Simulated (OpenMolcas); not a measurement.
Eu2+: effect of the metal basis and ligand basis

Eu2+ with 6 ligands (fluoride) in octahedral coordination (Oh) at 2.48 Å. A charge of +0.667 e stands 2.8 Å behind each ligand.

* Program: OpenMolcas 26.06
* Method: CASSCF
* Spin-orbit coupling: state interaction with AMFI integrals over the reference wave functions

Fixed: active space 7 electrons in 7 orbitals (4f), DKH2 Hamiltonian.

States (labels of O, the rotations of Oh). Energies in cm-1 above the lowest state or level, χT in cm3 K/mol.

| Run | Metal basis | Ligand basis | Ground state | χT at 300 K | Cost |
| --- | --- | --- | --- | --- | --- |
| A | ANO-RCC-VDZP | ANO-RCC-VDZP | 8A1 | 7.859 | roughly 70 core-seconds |
| B | ANO-RCC-VTZP | ANO-RCC-VDZP | 8A1 | 7.858 | roughly 100 core-seconds |
| C | ANO-RCC-VTZP | ANO-RCC-VTZP | 8A1 | 7.858 | roughly 4 core-minutes |

Costs are those of the RASSCF and RASSI steps.

No quartet enters the spin-orbit mixing, so the splitting and order within the octet and the sextets are unsound, and g values and χT are rough. No measured value stands beside these numbers; the geometry is a model, was not optimised and need not be the one that this ion takes.
